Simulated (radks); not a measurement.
Task: The mean radii <r> (bohr) of the occupied orbitals of an atom or ion are listed with their occupations. All-electron calculation, non-relativistic Kohn-Sham, PBE, spin-polarised, spherical densities, point nucleus. Program: a radial shooting solver on a logarithmic mesh with Libxc functionals.

orbital  occ.      <r>
1s up       1  0.03171
1s down     1  0.03171
2s down     1   0.1373
2s up       1   0.1373
2p up       3   0.1173
2p down     3   0.1173
3s up       1   0.3712
3s down     1   0.3712
3p up       3   0.3628
3p down     3   0.3628
3d up       5   0.3346
3d down     5   0.3346
4s up       1   0.9102
4s down     1   0.9099
4p up       3   0.9739
4p down     3   0.9733
4d up       5    1.257
4d down     5    1.248
5p up       1    3.414

Name the element and its charge. Open shells, if any, are filled with parallel spins first.

Result: Z = 48, cadmium, charge +1: Cd+ in [Kr] 4d10 5p1. The 1s radius gives Z: for a bare nucleus <r> = 1.5/Z, 0.03125 bohr for Z = 48, and screening makes it slightly larger (0.03171 here). The occupations add up to 47, and the charge is Z minus that.
